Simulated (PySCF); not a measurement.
The dipole of `COC(=O)CCF` from its density and from atomic charges.

Coordinates (GFN2-xTB, Å) and charges (e) from the PBE0/pcSseg-1 density (PySCF):

```tsv
atom	x	y	z	Mulliken	IAO	Hirshfeld	ESP-fitted
C1	2.572	0.178	0.289	-0.0336	-0.2155	-0.0349	-0.1481
O2	1.230	0.215	0.761	-0.4646	-0.3398	-0.1019	-0.4330
C3	0.280	-0.015	-0.149	+0.4338	+0.5233	+0.2201	+0.8707
O4	0.504	-0.242	-1.308	-0.4135	-0.4681	-0.2516	-0.5798
C5	-1.094	0.048	0.479	-0.2976	-0.3308	-0.0844	-0.3952
C6	-2.178	-0.214	-0.558	+0.1961	+0.0501	+0.0243	+0.3372
F7	-3.415	-0.143	0.034	-0.3415	-0.3293	-0.1258	-0.2822
H8	2.722	0.933	-0.484	+0.1205	+0.1532	+0.0487	+0.1151
H9	3.203	0.380	1.150	+0.1301	+0.1649	+0.0572	+0.1432
H10	2.797	-0.805	-0.130	+0.1204	+0.1532	+0.0487	+0.1152
H11	-1.149	-0.689	1.282	+0.1610	+0.1722	+0.0556	+0.1223
H12	-1.231	1.033	0.930	+0.1610	+0.1724	+0.0556	+0.1226
H13	-2.084	-1.215	-0.989	+0.1138	+0.1470	+0.0443	+0.0060
H14	-2.157	0.534	-1.355	+0.1141	+0.1471	+0.0442	+0.0061
```

Task: What dipole does each set of charges give (1 e·Å = 4.803 D), and what does the density give?

Result: The full density gives (2.26, 0.31, 1.08) D, 2.52 D in size; dipole vectors point from the negative to the positive end.

```tsv
scheme	μx	μy	μz	size (D)	share of the full size (%)	angle to the full dipole (°)
Mulliken	2.57	0.11	0.07	2.57	102	24
IAO	3.15	0.27	0.71	3.24	129	13
Hirshfeld	1.54	0.26	0.99	1.85	73	7
ESP-fitted	2.29	0.31	1.06	2.54	101	1
```

Task: Which set comes closest?

Result: Length of the difference vector: ESP-fitted 0.04 D, Hirshfeld 0.72 D, IAO 0.97 D, Mulliken 1.08 D. Closest: ESP-fitted. ESP charges are fitted to the potential around the molecule, whose slowest-falling term is the dipole's. The schemes that divide the density aren't constrained to reproduce the dipole.

Task: What is left for the Hirshfeld atoms' own dipoles?

Result: The Hirshfeld atoms' densities add up to the full density, so μ = Σ q r + Σ (atomic dipoles). The atomic dipoles sum to (2.26, 0.31, 1.08) − (1.54, 0.26, 0.99) = (0.72, 0.05, 0.09) D, 0.72 D in size.

Task: With the origin at the mean of the coordinates, (0.000, 0.000, -0.003) Å, which are the largest single terms, by size, of the Hirshfeld dipole along the direction of the full one?

Result: F7 +1.85, H9 +0.94, O2 -0.71, H10 +0.55, H8 +0.55 D; all 14 atoms together +1.83 D. The single terms depend on the origin, their sum doesn't.

Task: Give the size of the full dipole in other units.

Result: 2.52 D = 0.992 au = 0.525 e·Å = 8.41 × 10⁻³⁰ C·m.

Geometry: GFN2-xTB, one conformer, isolated molecule.

Conformer computed: `[CH3:1][O:2][C:3](=[O:4])[CH2:5][CH2:6][F:7]`: C1–O2–C3–O4 0°, O2–C3–C5–C6 180°, C3–C5–C6–F7 180°.
